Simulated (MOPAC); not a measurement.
Job for MOPAC: PM7 on HfF, 2S+1 = 2, a spin state set in the input, which need not be the lowest, a point of a bond scan (R = 2.033 Å).

```
PM7 1SCF PRECISE CHARGE=0 UHF MS=0.5 THREADS=1
FHf

Hf     0.00000000 1     0.00000000 1     0.00000000 1
F      0.00000000 1     0.00000000 1     2.03320300 1
```

Output:

```
*******************************************************************************
 **                                                                           **
 **                              MOPAC v23.2.5                                **
 **                                                                           **
 *******************************************************************************
 ** MOPAC's Digital Object Identifier: https://doi.org/10.5281/zenodo.6511958 **
 **                                                                           **
 ** Please cite the open-source release paper for use of this MOPAC version:  **
 ** J. E. Moussa and J. J. P. Stewart (2026)                                  **
 ** MOPAC: An open-source semiempirical molecular orbital program             **
 ** J. Open Source Softw., 11(119), 8025, https://doi.org/10.21105/joss.08025 **
 *******************************************************************************

                              PM7 CALCULATION RESULTS

 *******************************************************************************
 *  PM7        - The PM7 Hamiltonian to be used
 *  UHF        - UNRESTRICTED HARTREE-FOCK CALCULATION
 *
 *
 *
 *                 CHARGE ON SYSTEM = 0
 *
 *
 *
 *  MS=        - IN MECI, MAGNETIC COMPONENT OF SPIN =  0.5
 *  PRECISE    - TIGHTER CRITERIA TO BE USED
 *  1SCF       - DO 1 SCF AND THEN STOP
 *  THREADS=1  - MULTI-THREADING NOT USED
 *  T=         - A TIME OF 172800.0 SECONDS REQUESTED
 *  DUMP=N     - RESTART FILE WRITTEN EVERY 7200.0 SECONDS REQUESTED
 *******************************************************************************
PM7 1SCF PRECISE CHARGE=0 UHF MS=0.5 THREADS=1
 FHf

   ATOM   CHEMICAL          X               Y               Z
  NUMBER   SYMBOL      (ANGSTROMS)     (ANGSTROMS)     (ANGSTROMS)

     1      Hf          0.00000000  *   0.00000000  *   0.00000000  *
     2       F          0.00000000  *   0.00000000  *   2.03320300  *



          CARTESIAN COORDINATES

    NO.       ATOM           X           Y           Z

     1        Hf          0.0000      0.0000      0.0000
     2         F          0.0000      0.0000      2.0332

 General Reference for PM7:
 "Optimization of Parameters for Semiempirical Methods VI: More Modifications to the
 NDDO Approximations and Re-optimization of Parameters", J. J. P. Stewart, J. Mol. Mod., 1:32, 19 (2013)
 https://link.springer.com/article/10.1007/s00894-012-1667-x

           Empirical Formula: Hf F  =     2 atoms



      MOLECULAR POINT GROUP   :   C*v


          UHF CALCULATION, NO. OF ALPHA ELECTRONS =    6
                           NO. OF BETA  ELECTRONS =    5

 -------------------------------------------------------------------------------
 PM7 1SCF PRECISE CHARGE=0 UHF MS=0.5 THREADS=1
 FHf



     1SCF WAS SPECIFIED, SO BFGS WAS NOT USED
     SCF FIELD WAS ACHIEVED


                              PM7 CALCULATION
                                                       MOPAC v23.2.5 Linux




          FINAL HEAT OF FORMATION =         -7.66758 KCAL/MOL =     -32.08117 KJ/MOL


          COSMO AREA              =         91.38 SQUARE ANGSTROMS
          COSMO VOLUME            =         79.43 CUBIC ANGSTROMS

          IONIZATION POTENTIAL    =         11.461840 EV
          ALPHA SOMO LUMO (EV)    =        -12.264  0.236
          BETA  SOMO LUMO (EV)    =        -11.462 -1.777
          NO. OF ALPHA ELECTRONS  =          6
          NO. OF BETA  ELECTRONS  =          5
          MOLECULAR WEIGHT        =        197.4884         POINT GROUP:  C*v

          MOLECULAR DIMENSIONS (Angstroms)

            Atom       Atom       Distance
            F     2   Hf     1     2.03320
            F     2   Hf     1     0.00000
           Hf     1    F     2     0.00000


          SCF CALCULATIONS        =          1





   ATOM   CHEMICAL          X               Y               Z
  NUMBER   SYMBOL      (ANGSTROMS)     (ANGSTROMS)     (ANGSTROMS)

     1      Hf          0.00000000  *   0.00000000  *   0.00000000  *
     2       F          0.00000000  *   0.00000000  *   2.03320300  *

                             CARTESIAN COORDINATES

   1   Hf        0.000000000     0.000000000     0.000000000
   2    F        0.000000000     0.000000000     2.033203000


           Empirical Formula: Hf F  =     2 atoms



      MOLECULAR POINT GROUP   :   C*v


          ALPHA EIGENVALUES
 -38.61739 -16.07503 -14.64909 -14.64902 -12.60953 -12.26435   0.23625   0.23712
   0.90648   1.61344  33.67719  33.67944  34.35265


           BETA EIGENVALUES
 -38.61243 -15.05003 -14.63600 -14.63594 -11.46184  -1.77656   0.98257   0.98294
   1.90701   2.76113  36.61873  37.02293  37.02486


              NET ATOMIC CHARGES AND DIPOLE CONTRIBUTIONS

  ATOM NO.   TYPE          CHARGE      No. of ELECS.   s-Pop       p-Pop       d-Pop
    1         Hf           0.331635        3.6684     1.06069     0.01379     2.59388
    2          F          -0.331635        7.3316     1.96930     5.36233
 DIPOLE           X         Y         Z       TOTAL
 POINT-CHG.     0.000     0.000    -3.239     3.239
 HYBRID        -0.000    -0.000    -0.579     0.579
 SUM           -0.000    -0.000    -3.818     3.818


          ATOMIC ORBITAL ELECTRON POPULATIONS

     Atom    s        px        py        pz      x^2-y^2     xz        z^2       yz        xy
    1 Hf   1.06069   0.00058   0.00058   0.01263   1.00000   0.11322   0.36742   0.11324   1.00000
    2  F   1.96930   1.88620   1.88618   1.58996


                    (SZ)    =    0.500000
                    (S**2)  =    1.752439


          ATOMIC ORBITAL SPIN POPULATIONS

    Atom   Total    s     px     py     pz   x^2-y^2  xz     z^2    yz     xy
         Atomic
    1 Hf  1.0071  0.932  0.000  0.000  0.001 -1.000  0.009  0.056  0.009  1.000
    2  F -0.0071 -0.000 -0.009 -0.009  0.011

 **********************
 *                    *
 * JOB ENDED NORMALLY *
 *                    *
 **********************




 == MOPAC DONE ==
```

The run finished. Its determinant has ⟨S²⟩ = 1.75, a mixture of spin states.

Cost: very roughly 0.020 core-seconds.
